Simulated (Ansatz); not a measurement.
Reaction (atomization): `[SH][Ga]([Cl])[Cl]` → 2 Cl• + Ga• + H• + S•

Program: Ansatz. Geometries: PBE0-D4/def2-TZVP. ΔE: electronic, gas phase. CCSD(T)/CBS adds triple-zeta CCSD(T) − MP2 to the extrapolated MP2 energy (def2 sets, frozen cores). This one scheme is used for every species, atoms too. DFT in def2-TZVPP. No spin–orbit coupling; open shells (•) take unrestricted orbitals. Spin–orbit coupling would lower the free atoms: a little for Cl, S; clearly for Ga. Bonds to Ga are less sure, by a few kJ/mol each and by 10 to 20 or more in all where they break to atoms, as the def2 sets lack core-valence functions. Scalar relativity is left out up to krypton. One conformer a species, not always the lowest.

`[SH][Ga]([Cl])[Cl]`:

```xyz
5

S    -0.780   -1.146   -1.067
Ga    0.205    0.476   -0.005
Cl    0.714    2.266   -1.023
Cl    0.683    0.319    2.061
H    -0.822   -1.914    0.036
```

```csv
level,ΔE (kcal/mol)
r2SCAN,340.2
r2SCAN0,333.8
BHLYP,313.9
SCS-MP2/def2-QZVPP,337.6
```

**Question.** What does CCSD(T)/CBS give? (Estimate.)

**Answer.** The calculation gave: +337.0 kcal/mol. The listed levels differ from it by 3.2, -3.2, -23.1, 0.6 kcal/mol.

Largest T1 diagnostic among the species: 0.013.

Leaving LDA and LC-ωPBE aside and taking each functional with its dispersion term where it has one, the values, not all of them listed here, spread over 22.7 kcal/mol, from BHLYP-D4 to B97M-V. LDA lies +51.7 kcal/mol from PBE without D4, its usual overbinding. The D4 term adds +6.7 kcal/mol with B3LYP and +3.5 kcal/mol with PBE0; it sums over pairs of atoms, weighted by their polarisabilities, and B3LYP, whose exchange is more repulsive, gets the larger term. From r2SCAN to r2SCAN0 (25 % exact exchange), in def2-TZVPP and without D4, ΔE moves by −6.4 kcal/mol: exact exchange takes away binding that semilocal exchange gives to molecules.

B3LYP here is the variant with VWN-RPA as its local correlation; programs differ in this.

For atomizations the MP2-based limit and the directly extrapolated one differ by several kJ/mol either way, and by 10 to 25 for some Ge, Se and Sn compounds, so smaller differences from it don't rank the levels.
